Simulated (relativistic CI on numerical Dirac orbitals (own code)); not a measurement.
## V: calculation against measurement

Method of calculation: Dirac-Coulomb-Breit CI, KLI orbitals optimised for each configuration, model QED (radiative potential, 1s self-energy scaled to tabulated hydrogen-like ionisation energies), valence Slater integrals scaled by 0.85, P86 correlation energy added to each configuration (own radial code, finite nucleus).

CI space (outside the closed core [Ar]): 3d³4s², 3d⁴4s, 3d⁴4p, 3d³4s4p, 3d⁵, 3d³4s4d, 3d⁴4d, 3d³4s5s, 3d²4s²4p, 3d⁴5s, 3d³4s6s, 3d³4s5p, 3d³4s4f, 3d³4s6p, 3d³4s5d, 3d⁴5p, 3d³4s7s, 3d³4s5g, 3d³4s5f, 3d³4s7p, 3d³4s6d, 3d³4s7d, 3d²4s²6s, 3d²4s²4f, 3d²4s²6p, 3d²4s²5d, 3d²4s²7s, 3d²4s²5g, 3d²4s²5f, 3d²4s²7p, 3d²4s²6d, 3d³4p4d, 3d²4s²7d, 3d³4p², 3d²4p³, 3d³4d², 3d²4p4d², 3d²4s4p², 3d²4p²4d, 3d²4p²5s, 3d4s4p³, 3d²4p²6s. Double excitations out of closed p, d and f shells are left out; levels of such configurations are missing from the list, as are those of other unlisted configurations, and high levels can miss mixing partners. These lack a partner that the ground configuration has and come out too high: 3d²4s²4f, 3d²4s²6p, 3d²4s²5d, 3d²4s²7s, 3d²4s²5g.

```csv
Configuration,Term (tabulated),J,Measured (cm⁻¹),Computed,Error,Purity (%)
3d³4s²,a 4F,3/2,0.0,0,0,92
3d³4s²,a 4F,5/2,137.4,130,-7,92
3d³4s²,a 4F,7/2,323.5,308,-16,92
3d³4s²,a 4F,9/2,553.0,528,-25,92
3d⁴4s,a 6D,1/2,2112.3,4439,2327,96
3d⁴4s,a 6D,3/2,2153.2,4470,2317,96
3d⁴4s,a 6D,5/2,2220.1,4521,2301,96
3d⁴4s,a 6D,7/2,2311.4,4590,2279,96
3d⁴4s,a 6D,9/2,2424.8,4676,2251,96
3d⁴4s,a 4D,1/2,8413.0,11504,3091,89
3d⁴4s,a 4D,3/2,8476.2,11554,3078,89
3d⁴4s,a 4D,5/2,8578.5,11636,3057,89
3d⁴4s,a 4D,7/2,8715.8,11746,3030,89
3d³4s²,a 4P,1/2,9544.6,10682,1138,87
3d³4s²,a 4P,3/2,9637.0,10761,1124,86
3d³4s²,a 4P,5/2,9824.6,10928,1103,87
3d⁴4p,z 6P°,3/2,24648.1,28714,4066,64
3d⁴4p,z 6P°,5/2,24727.9,28799,4071,62
3d⁴4p,z 4P°,1/2,24770.7,26439,1668,81
3d⁴4p,y 6F°,1/2,24789.4,26057,1268,96
3d⁴4p,y 6F°,3/2,24830.2,26092,1262,96
3d⁴4p,z 6P°,7/2,24838.5,28901,4063,63
3d⁴4p,y 6F°,5/2,24898.8,26150,1251,97
3d⁴4p,z 4P°,3/2,24915.1,26559,1644,82
3d⁴4p,y 6F°,7/2,24992.9,26228,1235,96
3d⁴4p,y 6F°,9/2,25111.5,26327,1215,97
3d⁴4p,z 4P°,5/2,25131.0,26747,1616,82
3d⁴4p,y 6F°,11/2,25253.4,26445,1191,97
3d⁴4p,y 4F°,3/2,25930.5,27167,1237,56
3d⁴4p,y 4F°,5/2,26004.2,27249,1245,55
3d⁴4p,y 4F°,7/2,26122.1,27359,1237,55
3d⁴4p,y 4F°,9/2,26171.9,27493,1321,55
3d⁴4p,y 6D°,1/2,26397.5,28187,1789,86
3d⁴4p,y 6D°,3/2,26437.6,28220,1783,85
3d⁴4p,y 6D°,5/2,26505.9,28277,1771,85
3d⁴4p,y 6D°,7/2,26604.8,28359,1754,85
3d⁴4p,y 6D°,9/2,26738.3,28465,1727,84
3d³4s4p,y 6P°,3/2,29202.8,24582,-4621,64
3d³4s4p,y 6P°,5/2,29296.4,24666,-4630,64
3d³4s4p,y 6P°,7/2,29418.1,24780,-4638,63
3d³4s4p,x 4F°,3/2,31200.2,29303,-1897,91
3d³4s4p,x 4F°,5/2,31229.0,29332,-1897,89
3d³4s4p,x 4F°,7/2,31268.1,29374,-1894,88
3d³4s4p,x 4F°,9/2,31317.4,29431,-1887,88
```

Measured levels from NIST Handbook of Basic Atomic Spectroscopic Data (Sansonetti and Martin, J. Phys. Chem. Ref. Data 34, 1559 (2005)); pairs were made by configuration, J and term (by order where the table uses no LS term), so strongly mixed levels may be paired wrongly.

Mean error by configuration (cm⁻¹): 3d³4s² 553; 3d⁴4s 2637; 3d⁴4p 1829; 3d³4s4p -3066. Over the excited levels the mean absolute error is 2024 cm⁻¹ (43 of the 51 excited levels that our extract of the source holds in range could be paired, and the others can miss by more), and the median relative error of those above 1,000 cm⁻¹ is 6.7 %.

Transition probabilities of persistent lines. The last column rescales the computed rate by the cube of measured over computed energy:

```csv
λ measured (Å),Lower,Upper,A tabulated (s⁻¹),A computed,A rescaled
3902.26 air,3d³4s² a 4F9/2,3d⁴4p y 4F°9/2,2.68e+07,6.78e+07,5.82e+07
4111.78 air,3d⁴4s a 6D9/2,3d⁴4p y 6D°9/2,1.01e+08,1.11e+08,1.19e+08
4115.18 air,3d⁴4s a 6D7/2,3d⁴4p y 6D°7/2,5.80e+07,6.49e+07,6.92e+07
4128.06 air,3d⁴4s a 6D5/2,3d⁴4p y 6D°3/2,7.70e+07,7.76e+07,8.28e+07
4131.99 air,3d⁴4s a 6D7/2,3d⁴4p y 6D°5/2,5.50e+07,5.25e+07,5.59e+07
4379.23 air,3d⁴4s a 6D9/2,3d⁴4p y 6F°11/2,1.10e+08,1.06e+08,1.22e+08
4384.71 air,3d⁴4s a 6D7/2,3d⁴4p y 6F°9/2,1.10e+08,8.62e+07,9.94e+07
4389.98 air,3d⁴4s a 6D5/2,3d⁴4p y 6F°7/2,6.90e+07,6.96e+07,8.03e+07
4395.22 air,3d⁴4s a 6D3/2,3d⁴4p y 6F°5/2,5.50e+07,5.12e+07,5.91e+07
4408.19 air,3d⁴4s a 6D5/2,3d⁴4p y 6F°5/2,6.00e+07,4.73e+07,5.45e+07
6090.21 air,3d⁴4s a 4D7/2,3d⁴4p z 4P°5/2,2.60e+07,2.10e+07,2.75e+07
```
